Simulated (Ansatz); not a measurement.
Basis-set extrapolation for `CN[SiH](P)S` (PBE0-D4/def2-TZVP geometry, frozen core, Ansatz). Multiplicity 1, RHF reference.

```tsv
	def2-TZVPP	def2-QZVPP
HF	-1124.309730	-1124.344662
MP2 correlation	-0.848457	-0.912712
CCSD(T) correlation	-0.955460	not run
```

Energies in hartree. Use E(X) = E(∞) + A·exp(−7.88·√X) for Hartree–Fock and E(X) = E(∞) + B·X^(−2.97) for correlation, with X = 3 and 4, and add CCSD(T) minus MP2 of the smaller set to the MP2 limit.

**Question.** What is the CCSD(T) energy at the basis-set limit?

**Answer.** HF limit: -1124.344662 + (-0.034932) × 0.13774 = -1124.34947. MP2 limit: -0.912712 + (-0.064255) × 0.74074 = -0.96031. Higher-order term: -0.955460 − (-0.848457) = -0.10700. Total: -1125.41678 hartree, 95.1 kcal/mol below CCSD(T)/def2-TZVPP.
